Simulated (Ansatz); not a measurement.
A barrier at the coupled-cluster level

Start structure (BSiH$_{5}$OF$_{2}$, singlet), relaxed at PBE0-D4/def2-TZVP:

B1  (-0.311, -0.731, -0.129)
Si2  (1.189, 0.469, -0.814)
F3  (-1.412, -0.913, -0.897)
F4  (-0.002, -1.789, 0.657)
H5  (-2.034, 0.431, 0.951)
O6  (-1.105, 0.349, 1.200)
H7  (0.645, 1.744, -1.363)
H8  (2.140, 0.812, 0.280)
H9  (1.962, -0.200, -1.898)
H10  (-1.073, -0.170, 2.013)
(Å)

The step: BSiH₃F₂ ([F][B]([F])[SiH3]) + H₂O → BHOF₂ ([OH][B]([F])[F]) + SiH₄; bonds formed: B1–O6, Si2–H5; bonds broken: B1–Si2, H5–O6. Program: Ansatz 0.2.0. Basis: def2-TZVPP and def2-QZVPP. Cores are frozen in the correlated methods. Extrapolation: Hartree–Fock as exp(−7.88 √X), correlation as X^−2.97. Energies below are by CCSD(T) at an estimated basis limit (MP2 extrapolated from triple and quadruple zeta, plus CCSD(T) − MP2 in triple zeta).

Task: What are the electronic barrier and the energy of the step, from the start structure to the end structure? (To be estimated.)

Result: Computed: Barrier 1.294 eV; step energy -1.373 eV (downhill); reverse barrier, their difference, 2.667 eV. Barrier and step energy count from the start structure, the reverse barrier from the end structure.

The saddle point: One imaginary mode of 1345i cm⁻¹.
```tsv
pair	start (Å)	saddle (Å)	end (Å)
B1–O6	1.89	1.55	1.34
Si2–H5	3.67	1.93	1.49
B1–Si2	2.04	2.29	3.71
H5–O6	0.97	1.20	3.17
```

Zero-point energy (harmonic, PBE0-D4): ZPE is 1.602 eV at the start and 1.500 eV at the saddle, so the barrier goes from 1.294 to 1.192 eV.

No T1 diagnostic of these runs exceeds 0.013.

Labels in which every atom is bracketed show which atoms are joined, not bond orders.

For scale, one of the runs: CCSD(T)/def2-TZVPP, 236 basis functions, launched by `ansatz run in.yaml --threads 4 --pin off --events-out ev --progress --plain --max-ram 9574MiB`. Hardware: 4 CPU threads of an Arm Neoverse V2, shared host. Wall time 2.2 min; peak host memory 4.6 GiB.
